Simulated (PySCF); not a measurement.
# Which basis set comes closest?

Molecule: `[BH3-][P+](F)(F)F`, BF3H3P.

Bonds (- single, = double, # triple, : aromatic): B1-P2 1.835 Å, P2-F3 1.571 Å, P2-F4 1.570 Å, P2-F5 1.570 Å. B1 carries H6, H7, H8. Formal charges: B1 -1, P2 +1.

Geometry PBE0-D3(BJ)/def2-SVP throughout; GIAO in PySCF 2.14.0 with density-fitted response routines, gas phase, one conformer, non-relativistic; equivalent atoms averaged; functional PBE0.

Reference values (measured; O. Kühl, Phosphorus-31 NMR Spectroscopy, Springer 2008, chapter 6 (publisher's sample)): δ(P2) = 107.0 ppm vs 85 % H3PO4. Computed shifts are taken against H3PO4, calculated as an isolated molecule at each level.

How do the basis sets STO-3G, 6-31G, 6-31G*, def2-SVP, 6-311+G(2d,p), def2-TZVP perform against the reference? Times are CPU seconds on 1 thread of an Arm Neoverse V1, shared host.

## Answers


```csv
basis set,functions,P2,abs. error P,core-s
STO-3G,32,92.9,14.1,1.9
6-31G,55,136.6,29.6,3.4
6-31G*,80,122.0,15.0,4.5
def2-SVP,89,119.1,12.1,4.8
"6-311+G(2d,p)",161,121.8,14.8,10
def2-TZVP,179,120.4,13.4,12
```

For ³¹P the closest is def2-SVP (12.1 ppm) and the furthest 6-31G (29.6 ppm). Where a smaller basis beats a larger one, errors probably cancel. One molecule is a small sample, and vibrational and solvent effects are absent from the calculation.

A small basis that lands close on one nucleus may do so by chance; judge by the trend and by all nuclei.
